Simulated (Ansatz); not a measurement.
WS2F2. Total charge 0; singlet. Geometry PBE-D4/def2-SVP.

```xyz
5

W    -0.083   -0.013    0.086
S     1.522    1.402    0.068
S     0.076   -1.153   -1.718
F    -1.692    0.932    0.036
F     0.178   -1.168    1.528
```

In the def2 sets W takes a core potential; there is no spin–orbit coupling.

Task: Estimate the orbital energies around the gap (eV) in Ansatz with PBE-D4/def2-SVP, PBE-D4/def2-TZVPD, r2SCAN-D4/def2-TZVPD, PBE0-D4/def2-SVP, BHLYP-D4/def2-TZVP.

Result: 
```
orbital  PBE-D4/def2-SVP  PBE-D4/def2-TZVPD  r2SCAN-D4/def2-TZVPD  PBE0-D4/def2-SVP  BHLYP-D4/def2-TZVP
HOMO−13           -17.65             -17.62                -18.39            -20.02              -22.04
HOMO−12           -17.27             -17.26                -18.01            -19.60              -21.61
HOMO−11           -12.63             -12.71                -13.19            -14.71              -16.65
HOMO−10           -12.45             -12.54                -13.04            -14.53              -16.46
 HOMO−9           -11.63             -11.69                -12.18            -13.76              -15.73
 HOMO−8           -11.58             -11.66                -12.15            -13.66              -15.63
 HOMO−7           -11.26             -11.35                -11.85            -13.38              -15.41
 HOMO−6           -10.91             -11.04                -11.53            -12.97              -14.97
 HOMO−5            -9.29              -9.26                 -9.62            -10.77              -11.88
 HOMO−4            -8.87              -8.88                 -9.26            -10.39              -11.61
 HOMO−3            -8.49              -8.50                 -8.82             -9.88              -10.93
 HOMO−2            -7.80              -7.79                 -8.10             -9.15              -10.11
 HOMO−1            -7.62              -7.67                 -7.96             -8.88               -9.86
   HOMO            -6.69              -6.73                 -6.99             -7.87               -8.77
   LUMO            -4.04              -4.11                 -4.10             -3.48               -2.62
 LUMO+1            -3.83              -3.92                 -3.91             -3.29               -2.45
 LUMO+2            -2.67              -2.88                 -2.78             -1.97               -1.33
 LUMO+3            -2.54              -2.72                 -2.64             -1.94               -1.11
 LUMO+4            -2.51              -2.68                 -2.56             -1.83               -1.02
 LUMO+5            -0.89              -1.11                 -0.56             -0.21                0.29
```
